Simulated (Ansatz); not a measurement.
A search over several starts for the lowest SCF solution of the cluster Li3Sn2⁺ at the given spin, in a small basis.

```yaml
crystal:
  periodic: [false, false, false]
  atoms:
    - {symbol: Li, position_ang: [-0.511881, 0.096058, 1.717101]}
    - {symbol: Li, position_ang: [-1.346026, -0.235908, -1.159877]}
    - {symbol: Li, position_ang: [0.383688, 2.489034, -0.405454]}
    - {symbol: Sn, position_ang: [1.340877, -0.003814, -0.377047]}
    - {symbol: Sn, position_ang: [0.133332, -2.345370, 0.225288]}
basis:
  gaussian: {orbitals: def2-SVP}
total_charge: 1
hamiltonian: {xc: pbe0, dispersion: d4}
output: {orbitals: {seedname: orbitals}}
```

```sh
$ ansatz run in.yaml --threads 2 --pin off --events-out ev --progress --plain --max-ram 4352MiB
```

It prints (some lines left out):

```
Functional definition: PBE0
1071 factors; integrals over basis functions are off by at most 1.5e-4 eV
mean field evaluation 1: about -12267.4543 eV, gradient 2.9e1 eV
mean field evaluation 2: about -12262.8044 eV, gradient 4.3e1 eV
mean field evaluation 4: about -12271.3316 eV, gradient 8.0e0 eV
mean field evaluation 8: about -12271.7223 eV, gradient 3.3e-1 eV
mean field evaluation 16: about -12271.7233 eV, gradient 1.8e-4 eV
mean field -12271.72327043 eV, -450.9775121155 hartree, gradient 1.5e-5 eV, S^2 0.000000; 0 other end points of the search recorded, 0 dependent functions left out
reference -12271.72331622 eV, -450.9775137982 hartree; 26, 26 occupied and 53, 53 virtual orbitals, 1071 factors
Total energy: -12271.83846492 eV, -450.9817454351 hartree
```

Run time 2.3 s (2 threads of Arm Neoverse V2 on a shared host).

In the def2 sets Sn takes a core potential; there is no spin–orbit coupling. The structure comes from a short search, and lower isomers may exist.
